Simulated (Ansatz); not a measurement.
Reaction (formal hydrolysis of a B–S bond): `COBS` + H₂O → `COBO` + H₂S

Computed with Ansatz on PBE0-D4/def2-TZVP structures; ΔE is electronic, products minus reactants. CCSD(T)/CBS adds triple-zeta CCSD(T) − MP2 to the extrapolated MP2 energy (def2 sets, frozen cores). This one scheme is used for every species. DFT in def2-TZVPP. One conformer a species, not always the lowest.

```tsv
level	ΔE (kJ/mol)	difference from CCSD(T)/CBS
LDA (SPW92)	-62.4	-4.1
B97M-V	-63.6	-5.3
PBE0-D4	-57.0	1.3
r2SCANh-D4	-61.4	-3.1
BHLYP-D4	-68.6	-10.3
ωB97M-V	-65.0	-6.7
B2PLYP	-65.5	-7.2
PBE-QIDH	-59.8	-1.5
BHLYP	-72.2	-13.9
LC-ωPBE	-63.2	-4.9
RPA@PBE/def2-TZVPP	-62.9	-4.6
CCSD/def2-SVP	-81.1	-22.8
CCSD/def2-TZVPP	-65.6	-7.3
CCSD(T)/def2-TZVPP	-62.6	-4.3
SCS-MP2/def2-QZVPP	-60.7	-2.4
MP2/CBS(def2)	-54.2	4.1
CCSD(T)/CBS	-58.3	0
```

Largest T1 diagnostic among the species: 0.013.

In def2-TZVPP, CCSD(T) changes the Hartree–Fock value by +15.7 kJ/mol (the triples alone add +3.0 kJ/mol) and MP2 by +19.8 kJ/mol. At CCSD(T), def2-SVP lies −21.1 kJ/mol from the extrapolated value and def2-TZVPP −4.3 kJ/mol.
